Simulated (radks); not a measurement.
Al III, 11 electrons, occupied as [Ne] 3s1.

Method: non-relativistic Kohn-Sham, BLYP, spin-unpolarised, spherical densities, point nucleus; computed with a radial shooting solver on a logarithmic mesh with Libxc functionals.

Energy parts (eV):
total: -6570.547
kinetic: 6560.905
electron-nucleus: -15468.318
Hartree: 2829.257
exchange-correlation: -492.392

Orbitals (lengths in bohr, moments of r in powers of bohr; r(90%) holds 90 % of the orbital's charge):
orbital  occ.  eigenvalue (eV)    <r^2>  r(90%)
1s          2        -1530.012  0.01955   0.215
2s          2        -128.1075   0.4715   0.992
2p          6         -90.2849   0.4592    1.02
3s          1         -23.7993    5.556    3.29

The highest occupied level is 3s at -23.799 eV. The density falls to 0.001 e/bohr^3 at r = 3.38 bohr. Summed over all electrons, <r^2> = 9.294 bohr^2, which gives a Langevin (diamagnetic) susceptibility term of -7.36 x 10^-6 cm^3/mol. Virial ratio -V/T = 2.00147. For comparison, the ionisation energy in NIST's Atomic Spectra Database is 28.448 eV (measured). In exact Kohn-Sham theory the highest level is minus the ionisation energy, but local and semilocal functionals leave it too shallow, through self-interaction and a potential that decays too fast; potentials with the right tail come closer.

Beside tabulated values, note that spin-unpolarised runs miss the spin-polarisation part of the exchange energy of open shells.
